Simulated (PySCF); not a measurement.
## Telling isomers of C$_{3}$H$_{14}$OSi$_{3}$ apart by NMR

PySCF 2.14 calculation with GIAO PBE0/pcSseg-1 shieldings and coordinates at the GFN2-xTB level; one computed conformer, non-relativistic Hamiltonian, rapidly exchanging positions averaged, gas phase.

δ = σ(ref) − σ, references computed at the same level: TMS for $^{1}$H (σref 31.72) and $^{13}$C (σref 186.93). Where no couplings were computed, multiplicities follow the n + 1 count of equivalent neighbours, and m marks all less simple cases (inequivalent or close neighbours, rings, F or P nearby). Shifts are as computed. Against solution values, carbons near 30 ppm lie about +3 ppm off and those near 130 ppm about +5 ppm. Of 1211 compounds with measured shifts, 218 miss one by over three times the rms of a fit or turn the order of signals round; such compounds aren't used in these exercises.

(1) Tabulate the signals of `CCOC([SiH3])([SiH3])[SiH3]`, `CO[Si@H](C)C([SiH3])[SiH3]` and their relative energies.

(2) What is the quickest way to tell CCOC([SiH3])([SiH3])[SiH3] from CO[Si@H](C)C([SiH3])[SiH3]?

## Answers

(1) 
```tsv
SMILES	carbon types	δC	δH	E rel. (kcal/mol)
CCOC([SiH3])([SiH3])[SiH3]	1×C 1×CH2 1×CH3	70.1, 54.1, 18.7	4.15 (s, 9H), 3.68 (q, 2H), 1.31 (t, 3H)	56.1
CO[Si@H](C)C([SiH3])[SiH3]	1×CH 2×CH3	52.8, -4.1, -12.5	5.21 (m, 1H), 4.06 (d, 3H), 3.91 (d, 3H), 3.75 (s, 3H), 0.15 (d, 3H), -0.42 (m, 1H)	0.0
```

Energies are electronic energies at PBE0/pcSseg-1 on these geometries, without zero-point or thermal terms, each for the one conformer computed, which needn't be the lowest.

(2) Both give the same number of carbon signals, but DEPT or the intensities differ. The first has an sp3 CH2 bonded to O at 70.1 ppm, the second an sp3 CH bonded to 3 Si at -12.5 ppm. Their most deshielded carbons lie at 70.1 and 52.8 ppm. In the proton spectra the most deshielded non-exchanging signals are 4.15 (s, 9H) and 5.21 (m, 1H).
